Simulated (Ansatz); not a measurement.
Born–Oppenheimer molecular dynamics of CH5Ga (7 atoms, charge 0, multiplicity 1). It starts from a relaxed structure.

Theory: RKS PBE/def2-SVP (Ansatz 0.2.0).

```
ensemble             : NVT, Langevin thermostat
time step            : 1 fs
steps asked          : 100
set temperature      : 1000 K
friction             : 0.001 /fs
temperature schedule : 25 steps to 1000 K, then 75 steps to 2000 K
seed                 : 799149
```

First frame:

```xyz
7
Properties=species:S:1:pos:R:3
Ga -0.008 -0.006 -0.004
C -0.011 -0.019 1.975
H -0.993 -0.302 2.402
H 0.772 -0.696 2.374
H 0.236 1.003 2.336
H 1.369 0.011 -0.794
H -1.365 0.011 -0.828
```

Question: What does the run give?

Answer: All steps were run.

```yaml
steps_done: 100
time_covered: 100 fs
mean_temperature_over_the_second_half: 624 K
spread_of_the_potential_energy_over_the_second_half: 12.6 meV per atom
mean_potential_energy_of_the_second_half_above_the_start: 51.6 meV per atom
```

The schedule's set-point averaged 1667 K over the second half and the system 624 K, so it lags behind the ramp. A run of 0.1 ps of so small a system gives no equilibrium averages.

Question: What happens to the structure?

Answer: The same pairs are bonded in the first frame and the last. Pairs count as bonded within 1.25 times the sum of covalent radii (0.12 Å more for H–H). The details hang on the random start.

Question: How do temperature and energy run in time?

Answer: 
```
time (fs)  T (K)  potential energy less start (eV)
      0.0    857                             0.000
      5.0    666                             0.207
     10.0    399                             0.434
     15.0    473                             0.391
     20.0    572                             0.328
     25.0    645                             0.236
     30.0    411                             0.378
     35.0    359                             0.445
     40.0    480                             0.335
     45.0    691                             0.234
     50.0    608                             0.337
     55.0    578                             0.369
     60.0    533                             0.409
     65.0    559                             0.382
     70.0    791                             0.148
     75.0    496                             0.426
     80.0    534                             0.399
     85.0    590                             0.419
     90.0    690                             0.366
     95.0    848                             0.256
    100.0    616                             0.432
```

The run took 2.1 min on 1 thread of Arm Neoverse V2, with other jobs on the host, peak memory 0.11 GiB.
